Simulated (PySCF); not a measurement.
Working out the ionisation energy of Sb²⁺

Sb²⁺ [Kr] 4d10 5s2 5p1 (2P) → Sb³⁺ [Kr] 4d10 5s2 (1S). Computed with PySCF 2.14 in x2c-TZVPPall, with scalar relativity by spin-free X2C-1e. Frozen: [Kr] 4d10. Energies in hartree (1 hartree = 27.21139 eV):

```csv
part,Sb²⁺ (lower),Sb³⁺ (upper)
UHF,-6477.048765,-6476.163171
CCSD correlation,-0.044988,-0.035218
(T),-0.000566,0.000000
```

Question: What does Hartree-Fock give?

Answer: (-6476.163171) − (-6477.048765) = 0.885594 hartree = 24.098 eV.

Question: What do CCSD and CCSD(T) give?

Answer: The CCSD correlation energies differ by 0.009770 hartree = 0.266 eV and the triples by 0.000566 hartree = 0.015 eV, so CCSD gives 24.364 eV and CCSD(T) 24.379 eV.

Reference: 25.323 eV (measured; NIST Atomic Spectra Database, ionization energies), between the lowest levels; spin-orbit coupling is absent from the calculation.

What remains against the reference includes basis incompleteness, the frozen core and higher excitations.
